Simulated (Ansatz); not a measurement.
Start from `FCCOC(F)(F)F` and change one atom or group to get `[F][GeH2][O]C(F)(F)F`.

Ansatz, PBE0-D4/def2-TZVP geometries, multiplicity 1. Each molecule was computed in one conformer, which needn't be the lowest.

Scalar relativity is left out up to krypton.

```json
{"property": "HOMO energy (PBE0/def2-TZVPP) / eV", "`FCCOC(F)(F)F`": "-9.45"}
{"property": "LUMO energy (B3LYP/def2-TZVPP) / eV", "`FCCOC(F)(F)F`": "0.91"}
{"property": "HOMO–LUMO gap (PBE/def2-TZVPP) / eV", "`FCCOC(F)(F)F`": "7.86"}
{"property": "LUMO energy (ωB97M-V/def2-TZVPP) / eV", "`FCCOC(F)(F)F`": "2.85"}
{"property": "HOMO–LUMO gap (ωB97M-V/def2-TZVPP) / eV", "`FCCOC(F)(F)F`": "14.73"}
{"property": "size of the dipole moment (ωB97M-V/def2-TZVPP) / D", "`FCCOC(F)(F)F`": "0.76"}
```

Problem. Give the same properties after the change, and the shifts. (An estimate is asked.)

Solution. Ansatz gave: 
```csv
property,`[F][GeH2][O]C(F)(F)F`,shift
HOMO energy (PBE0/def2-TZVPP) / eV,-10.20,-0.75
LUMO energy (B3LYP/def2-TZVPP) / eV,-0.53,-1.44
HOMO–LUMO gap (PBE/def2-TZVPP) / eV,7.35,-0.51
LUMO energy (ωB97M-V/def2-TZVPP) / eV,1.61,-1.24
HOMO–LUMO gap (ωB97M-V/def2-TZVPP) / eV,14.14,-0.59
size of the dipole moment (ωB97M-V/def2-TZVPP) / D,3.28,2.52
```

With PBE0 the HOMO falls by 0.75 eV and the LUMO falls by 1.49 eV, so the gap narrows by about 0.74 eV. PBE moves the HOMO by -0.76 eV and ωB97M-V by -0.65 eV. Dipoles are sizes alone; their direction can turn.

B3LYP here is the variant with VWN-RPA as its local correlation; programs differ in this.
